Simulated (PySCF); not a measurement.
BeCl, SMILES [Cl][Be+], charge +1. Atoms are numbered in the order given.

```xyz
2

Be     0.0000     0.0000    -1.3965
Cl     0.0000     0.0000     0.3286
```
Charge +1, spin multiplicity 1.

Geometry: B3LYP-D3(BJ)/def2-TZVPD. The multiplicity is an assumed one; other spin states were not compared.

Level of theory: HF/def2-TZVPD (PySCF).

ESP charges are fitted to the potential on shells at 1.4 to 2.0 van der Waals radii. Atomic charges (e):

| atom | ESP fit | meta-Löwdin |
|---|---|---|
| Be1 | 1.26 | 1.58 |
| Cl2 | -0.26 | -0.58 |
